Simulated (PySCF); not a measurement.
Mapped SMILES: `[CH2:1]=[CH:2][Si@H:3]([Cl:4])[SiH2:5][OH:6]` (H(Xn): hydrogen on atom n). Ha(C1) is cis to Si3; Ha(Si5) is pro-R; Hb(Si5) is pro-S; Hb(C1) is trans to Si3.

[PySCF 2.14.0 with density-fitted response routines: geometry: GFN2-xTB; GIAO PBE0/pcSseg-1 shieldings; in vacuum; one conformer; no relativistic terms]

δ = σ(ref) − σ, references computed at the same level: TMS for 13C (σ = 186.93 ppm) and 1H (σ = 31.72 ppm) and 29Si (σ = 349.16 ppm); 35Cl (σ = 949.78 ppm) against HCl; 17O (σ = 336.08 ppm) against H2O.

```csv
atoms,nucleus,count,δ (ppm)
H(Si3),1H,1,?
Si3,29Si,1,-22.4
H(O6),1H,1,0.23
Ha(C1),1H,1,6.41
Cl4,35Cl,1,-95
H(C2),1H,1,6.50
O6,17O,1,?
Hb(C1),1H,1,6.68
Hb(Si5),1H,1,5.56
C2,13C,1,138.8
C1,13C,1,?
Si5,29Si,1,-26.0
Ha(Si5),1H,1,?
```

Problem. Fill in the missing shifts.

Solution. 
- C1: 143.8 ppm, terminal =CH2 carbon; the olefinic region
- H(Si3): 5.59 ppm, hydrogen on a silicon bonded to C, Cl, Si
- Ha(Si5): 5.24 ppm, hydrogen on a silicon bonded to O, Si
- O6: -1.1 ppm, oxygen bonded to Si, H

The OH or NH signal is concentration- and solvent-dependent in practice; the value given is the gas-phase one. Shifts are as computed. Against solution values, carbons near 30 ppm lie about +3 ppm off and those near 130 ppm about +5 ppm. Of 1211 compounds with measured shifts, 218 miss one by over three times the rms of a fit or turn the order of signals round; such compounds aren't used in these exercises. Experimental scales use liquid or dissolved standards, which lie at an offset from isolated H2O (liquid H2O: subtract about 36 ppm).
